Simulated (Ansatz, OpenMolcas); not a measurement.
BGeNH6 (SMILES B[NH][GeH3]): the electronic atomisation energy, rung by rung

The species is BGeNH6 (9 atoms), meant as a singlet with charge 0. SMILES: `B[NH][GeH3]`. The shape is that of a PBE0-D4/def2-TZVP optimisation.

Each level gives the electronic atomisation energy (eV). The values are calculated. Electronic energies at fixed atoms, without zero-point motion or spin-orbit coupling.

```csv
level,kind,program,value (eV),less CCSD(T)/6-31G*
HF/6-31G* (spherical functions),Hartree–Fock,OpenMolcas,21.54,-4.64
SVWN5/6-31G* (spherical functions),LDA,Ansatz,33.21,+7.03
revPBE/6-31G* (spherical functions),GGA,Ansatz,28.48,+2.30
r2SCAN0/6-31G* (spherical functions),hybrid meta-GGA,Ansatz,28.96,+2.78
HSE06/6-31G* (spherical functions),range-separated hybrid,Ansatz,29.10,+2.92
PBE-QIDH/6-31G* (spherical functions),double hybrid,Ansatz,28.20,+2.02
RPA@PBE/6-31G* (spherical functions),RPA,Ansatz,25.93,-0.25
CCSD(T)/6-31G* (spherical functions),coupled cluster or CI,OpenMolcas,26.18,0.00
```

CCSD(T)/6-31G* (spherical functions) is the highest level here, not the true value. All-electron rows without a relativistic Hamiltonian named are non-relativistic. Correlated wave functions underbind in double-zeta sets. The values span 21.54 to 33.21 eV. In the correlated wave-function rows the outer d shell of Ge is correlated, in sets not made for it.
